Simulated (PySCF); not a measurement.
Be (beryllium, neutral) across methods

[He] 2s1 3s1, high-spin 3S determinant (an excited configuration). Computed with PySCF 2.14 in x2c-QZVPPall with one added diffuse shell each of s, p type (8s5p2d1f, 40 functions), with the spin-free X2C one-electron Hamiltonian (Gaussian nucleus).

```tsv
method	E (hartree)	mean ε 1s β (eV)	mean ε 2s α (eV)	mean ε 3s α (eV)	Σ⟨r²⟩ (bohr²)	⟨S²⟩
PBE0	-14.4183	-118.41	-11.370	-2.087	65.63	2.000
M06-2X	-14.4449	-123.74	-11.895	-2.371	59.32	2.000
LDA	-14.2268	-111.40	-10.180	-1.754	64.70	2.000
wB97X	-14.4421	-120.57	-13.582	-2.817	68.15	2.000
r2SCAN	-14.4327	-115.18	-10.551	-1.728	66.49	2.000
UHF	-14.37952	-134.75	-14.142	-2.711	67.54	2.000
MN15	-14.4450	-118.45	-11.296	-1.750	62.60	2.000
BP86	-14.4382	-113.00	-10.350	-1.834	64.72	2.000
```

Q: Estimate the same row for PBE.

A: E (hartree) = -14.4118; mean ε 1s β (eV) = -112.71; mean ε 2s α (eV) = -10.324; mean ε 3s α (eV) = -1.791; Σ⟨r²⟩ (bohr²) = 64.97; ⟨S²⟩ = 2.000.

The outer electron is Rydberg-like, and this basis confines it to a smaller radius and binds it less than a complete one would.
